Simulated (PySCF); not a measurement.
Correlation energy of S³⁺ (sulfur, charge +3)

[Ne] 3s2 3p1, 2P determinant. Calculation: PySCF 2.14, in x2c-TZVPPall with one added diffuse shell each of s, p, d type (6s6p4d1f, 51 functions); the spin-free X2C one-electron Hamiltonian (Gaussian nucleus). Frozen: 1s2; 11 electrons correlated.

```csv
level,correlation energy (mhartree)
CCSD,-227.42
(T),-2.56
CCSD(T),-229.98
```

Diagnostics: T1 = 0.0062, D1 = 0.0258, largest double amplitude 0.101.

Cost of the coupled-cluster step: about 2.3 core-seconds, for 11 correlated electrons.

This basis was not built for core-valence correlation, so the inner-shell part is incomplete.
